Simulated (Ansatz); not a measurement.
C₂H₆AlN, relaxed with RKS PBE0-D4/def2-TZVP in Ansatz 0.2.0 from a PBE-D4/def2-SVP geometry. The force threshold is 0.005 eV/Å; the program also tests the step.

The species carries charge 0 and has multiplicity 1. The bonds changed during the relaxation, so this is another structure than the one it started from.

Start:

```xyz
10

N     0.743   -0.963   -0.373
C     0.793    0.325   -0.648
C    -0.013    1.143    0.236
Al   -1.004   -0.695    0.566
H     1.310   -1.612   -0.928
H     1.309    0.708   -1.559
H     0.412    1.205    1.260
H    -0.317    2.137   -0.130
H    -1.085   -1.217    2.081
H    -2.149   -1.031   -0.506
```

```tsv
step	energy (eV)	largest force (eV/Å)	largest move (Å)
1	-10252.6168	0.632	0.000
2	-10252.6590	0.180	0.027
3	-10252.6631	0.076	0.018
4	-10252.6634	0.084	0.010
5	-10252.6636	0.008	0.004
6	-10252.6636	0.004	0.001
```

End:

```xyz
10

N     0.739   -0.948   -0.360
C     0.784    0.320   -0.639
C    -0.014    1.133    0.241
Al   -0.989   -0.681    0.556
H     1.287   -1.586   -0.921
H     1.291    0.690   -1.537
H     0.427    1.204    1.238
H    -0.320    2.105   -0.127
H    -1.081   -1.211    2.054
H    -2.124   -1.025   -0.505
```

It took 13 s on 2 threads of an Intel Xeon 6975P-C on a shared host, with 0.37 GiB of host memory at the peak.
